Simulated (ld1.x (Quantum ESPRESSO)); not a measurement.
# Scattering properties, ultrasoft potential for Li

* Element: lithium
* Generator: ld1.x (Quantum ESPRESSO) 7.5
* Type: ultrasoft
* Functional: BLYP
* Relativity: non-relativistic
* Frozen core: none
* Valence charge: 3
* Reference configuration: 1s2 2s0 2p0 (charge +1)
* Partial waves: 1s (bound): rcut 0.90, rcutus 1.00 bohr; 2s (bound, empty): rcut 0.90, rcutus 1.00 bohr; 2p (bound, empty): rcut 3.45, rcutus 3.70 bohr; 2p channel at 3.45 Ry: rcut 3.45, rcutus 3.70 bohr; 3d channel at 0.5 Ry: rcut 2.85, rcutus 3.90 bohr
* Local potential: all-electron potential smoothed inside 0.75 bohr (lloc = -1)
* Core correction: none
* Augmentation charge: built from norm-conserving waves at rcut, not smoothed further

The phase is arctan(r·u′/u) with u = r·R(r), unwrapped; energies in Ry, scanned from -6 to 5 Ry. A pole is an energy at which the radial function vanishes at the test radius. The pseudo phase is shifted by a multiple of π to meet the all-electron one at the reference energy, and phase errors are pseudo minus all-electron; the curves can meet again beyond the range given. Levels narrower than the energy grid can be missing from the lists of poles.

Problem. For each channel, where are the poles, and over which energies does the pseudopotential scatter like the atom?

Solution.

```csv
channel,radius (bohr),reference energy (Ry),"poles, all-electron","poles, pseudo",unbroken range about the reference energy with phases within 0.05 rad,phase error 1 Ry above the reference energy (rad)
s,4.24,-0.55,"-0.32, 1.94","-0.09, 2.48",not even at the reference energy,+0.382
p,4.24,-0.39,"-0.18, 1.70, 4.71","-0.18, 1.44",below 0.2,-0.835
d,4.24,0.50,"0.85, 3.33","0.87, 4.85",below 1.4,+0.081
```

A Bessel basis up to 400 Ry misses an occupied level by 1.38 Ry, so cutoffs and ghosts were not judged.

Phases in the p channel:

```
E (Ry)  all-electron  pseudo
 -6.00         1.471   1.471
 -5.48         1.466   1.466
 -4.96         1.460   1.460
 -4.44         1.454   1.454
 -3.92         1.445   1.445
 -3.40         1.435   1.435
 -2.88         1.421   1.421
 -2.36         1.402   1.402
 -1.84         1.373   1.373
 -1.32         1.320   1.320
 -0.80         1.157   1.155
 -0.28        -1.402  -1.405
  0.24        -1.909  -1.982
  0.76        -3.934  -4.324
  1.28        -4.597  -4.672
  1.80        -4.732  -4.784
  2.32        -4.845  -4.904
  2.84        -5.204  -5.260
  3.36        -7.485  -7.205
  3.88        -7.747  -7.644
  4.40        -7.824  -7.750
  4.92        -7.873  -7.800
```
